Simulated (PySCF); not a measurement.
## Structure elucidation problem

An unknown has the formula C5H13OPSi. Its calculated NMR data are:

$^{1}$H NMR (300 MHz, computed): δ 4.87 (m, 1H), 3.84 (s, 3H), 2.99 (m, 1H), 1.94 (m, 2H), 1.58 (m, 2H), 1.51 (m, 2H), 0.54 (m, 2H).

$^{13}$C{$^{1}$H} NMR (computed): δ 53.3, 19.9 (2C), 19.8 (2C).

[PySCF: GIAO PBE0/pcSseg-1 shieldings; GFN2-xTB geometry; fast rotation and ring inversion assumed for equivalent nuclei; a single conformation; no relativistic terms; isolated molecule]

Referencing at the same level of theory: $^{1}$H and $^{13}$C against TMS.

Propose a structure and justify it.

## Answers


- 3 carbon signals for 5 carbons: some carbons are equivalent by symmetry or fast rotation.
- Carbon types of the structure: 4 × CH2, 1 × CH3, leaving 2 H on heteroatoms.
- δC 53.3: methyl carbon bonded to O; deshielded by the electronegative neighbour.
- δC 19.9: sp3 CH2 bonded to P.
- δC 19.8: sp3 CH2 bonded to Si.
- δH 4.87: hydrogen on a silicon bonded to 2 C, O, in a 6-membered ring.
- δH 3.84: hydrogen on a methyl carbon bonded to O; its carbon carries O, hence the downfield position.
- δH 2.99: hydrogen on a phosphorus bonded to 2 C, in a 6-membered ring.
- δH 1.94, 1.58: hydrogen on an sp3 CH2 bonded to P.

The compound is `InChI=1S/C5H13OPSi/c1-6-8-4-2-7-3-5-8/h7-8H,2-5H2,1H3`.

The data come from this structure; uniqueness wasn't tested.

Splittings by $^{31}$P in the carbon and heteronuclear signals aren't shown, as no couplings were computed. Shifts are as computed. Against solution values, carbons near 30 ppm lie about +3 ppm off and those near 130 ppm about +5 ppm. Of 1211 compounds with measured shifts, 218 miss one by over three times the rms of a fit or turn the order of signals round; such compounds aren't used in these exercises. Multiplicities follow the n + 1 count of equivalent neighbours, as no J values were calculated; m marks all less simple cases, F and P coupling included.
